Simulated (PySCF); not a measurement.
Cartesian coordinates in Å; atom numbers follow the order of the lines, from 1:
```xyz
8

Be    0.003    0.005   -0.284
C    -0.004   -0.014    1.395
H     0.079    0.996    1.833
H     0.828   -0.612    1.808
H    -0.932   -0.460    1.796
N     0.007    0.022   -1.788
H     0.833    0.027   -2.378
H    -0.816    0.036   -2.382
```

- coordinates at the PBE0-D3(BJ)/def2-SVP level
- shielding tensors at PBE0/pcSseg-1 (GIAO)
- run in PySCF 2.14.0 with density-fitted response routines
- relativity neglected, a single conformation, gas phase, one averaged value for each set of equivalent atoms

Scale: TMS for $^{13}$C (184.41 ppm), $^{1}$H (31.27 ppm); $^{15}$N (265.67 ppm) against NH3 (reference shieldings calculated alike).

```json
{"atoms": "N6", "nucleus": "$^{15}$N", "count": "1", "Hirshfeld charge": "-0.38", "δ (ppm)": "?"}
{"atoms": "H3/H4/H5", "nucleus": "$^{1}$H", "count": "3", "Hirshfeld charge": "0.03", "δ (ppm)": "-0.65"}
{"atoms": "C2", "nucleus": "$^{13}$C", "count": "1", "Hirshfeld charge": "-0.29", "δ (ppm)": "-18.9"}
{"atoms": "H7/H8", "nucleus": "$^{1}$H", "count": "2", "Hirshfeld charge": "0.11", "δ (ppm)": "?"}
```

Estimate the values marked ?.

Results:


- H7/H8: 0.81 ppm, hydrogen on a nitrogen bonded to Be
- N6: 27.7 ppm, nitrogen bonded to Be, 2 H

OH and NH positions are those of a molecule without intermolecular hydrogen bonds; in solution they move with solvent, concentration and temperature, and exchange usually removes their couplings. Shifts are as computed. Against solution values, carbons near 30 ppm lie about +2 ppm off and those near 130 ppm about +5 ppm. Of 1211 compounds with measured shifts, 218 miss one by over three times the rms of a fit or turn the order of signals round; such compounds aren't used in these exercises. Experimental scales use liquid or dissolved standards, which lie at an offset from isolated NH3 (liquid NH3: subtract about 20 ppm).
